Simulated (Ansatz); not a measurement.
`CSB(Cl)Cl` and `Cl[B](Cl)[GeH3]` differ in one atom or group.

Ansatz, PBE0-D4/def2-TZVP geometries, multiplicity 1. Each molecule was computed in one conformer, which needn't be the lowest.

Scalar relativity is left out up to krypton.

| property | `CSB(Cl)Cl` |
| --- | --- |
| HOMO–LUMO gap (PBE/def2-TZVPP) / eV | 4.57 |
| HOMO energy (B3LYP/def2-TZVPP) / eV | -7.51 |
| size of the dipole moment (B3LYP/def2-TZVPP) / D | 2.20 |
| HOMO–LUMO gap (PBE0/def2-TZVPP) / eV | 6.63 |
| LUMO energy (PBE/def2-TZVPP) / eV | -2.00 |
| LUMO energy (PBE0/def2-TZVPP) / eV | -1.12 |

Problem. Give the same properties after the change, and the shifts. (Best estimate.)

Solution. Ansatz gave: 
```json
{"property": "HOMO–LUMO gap (PBE/def2-TZVPP) / eV", "`Cl[B](Cl)[GeH3]`": "4.05", "shift": "-0.52"}
{"property": "HOMO energy (B3LYP/def2-TZVPP) / eV", "`Cl[B](Cl)[GeH3]`": "-8.07", "shift": "-0.56"}
{"property": "size of the dipole moment (B3LYP/def2-TZVPP) / D", "`Cl[B](Cl)[GeH3]`": "0.27", "shift": "-1.93"}
{"property": "HOMO–LUMO gap (PBE0/def2-TZVPP) / eV", "`Cl[B](Cl)[GeH3]`": "6.17", "shift": "-0.46"}
{"property": "LUMO energy (PBE/def2-TZVPP) / eV", "`Cl[B](Cl)[GeH3]`": "-3.00", "shift": "-1.00"}
{"property": "LUMO energy (PBE0/def2-TZVPP) / eV", "`Cl[B](Cl)[GeH3]`": "-2.11", "shift": "-0.99"}
```

With PBE0 the HOMO falls by 0.53 eV and the LUMO falls by 0.99 eV, so the gap narrows by about 0.46 eV. PBE moves the HOMO by -0.49 eV and ωB97M-V by -0.51 eV. Dipoles are sizes alone; their direction can turn.

B3LYP here is the variant with VWN-RPA as its local correlation; programs differ in this.
